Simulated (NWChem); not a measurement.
# SiH₂I cation

```xyz
4

Si     0.0000     0.0000     1.7562
I      0.0000     0.0000    -0.5576
H      0.0000     1.2893     2.4830
H      0.0000    -1.2893     2.4830
```
Atoms are numbered in this order, from 1.

Results from NWChem. Coordinates come from a PBE0/def2-SVP optimisation. def2 effective core potentials on I; no spin-orbit coupling. Vertical excitations in the gas phase; the lowest state need not have the same character in each row.

For level B3LYP/def2-SVP, full TDDFT:

```
Item                                      Result
----------------------------------------  ------
lowest excitation, singlet (eV)             3.03
lowest state with f > 0.02, singlet (eV)    4.48
lowest triplet (eV)                         2.80
orbital gap (eV)                            4.15
```

**Question.** Estimate the same quantities for level PBE/def2-SVP, full TDDFT.

**Answer.** 
* **lowest excitation, singlet (eV)**: 2.79
* **lowest state with f > 0.02, singlet (eV)**: 4.37
* **lowest triplet (eV)**: 2.55
* **orbital gap (eV)**: 2.68
